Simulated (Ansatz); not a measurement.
One change: `[F][Ge]([F])([F])[F]` becomes `F[Si](F)(F)F`.

Ansatz, PBE0-D4/def2-TZVP geometries, multiplicity 1. 

Scalar relativity is left out up to krypton.

```tsv
property	`[F][Ge]([F])([F])[F]`
ideal-gas entropy at 298 K and 1 bar (rigid rotor, harmonic PBE0-D4/def2-TZVP) / J/(mol·K)	303
HOMO–LUMO gap (B3LYP/def2-TZVPP) / eV	10.20
size of the dipole moment (PBE/def2-TZVPP) / D	0.00
LUMO energy (ωB97M-V/def2-TZVPP) / eV	0.46
LUMO energy (B3LYP/def2-TZVPP) / eV	-2.16
size of the dipole moment (ωB97M-V/def2-TZVPP) / D	0.00
```

Problem. What does the change do to each property? (Estimate.)

Solution. The calculation gave: 
```
                                                                                  property  `F[Si](F)(F)F`  shift
ideal-gas entropy at 298 K and 1 bar (rigid rotor, harmonic PBE0-D4/def2-TZVP) / J/(mol·K)             284    -19
                                                     HOMO–LUMO gap (B3LYP/def2-TZVPP) / eV           12.56   2.36
                                            size of the dipole moment (PBE/def2-TZVPP) / D            0.00   0.00
                                                     LUMO energy (ωB97M-V/def2-TZVPP) / eV            2.34   1.88
                                                       LUMO energy (B3LYP/def2-TZVPP) / eV            0.12   2.28
                                        size of the dipole moment (ωB97M-V/def2-TZVPP) / D            0.00   0.00
```

With PBE0 the HOMO falls by 0.08 eV and the LUMO rises by 2.26 eV, so the gap widens by about 2.34 eV. PBE moves the HOMO by -0.11 eV and ωB97M-V by -0.07 eV.

B3LYP here is the variant with VWN-RPA as its local correlation; programs differ in this.
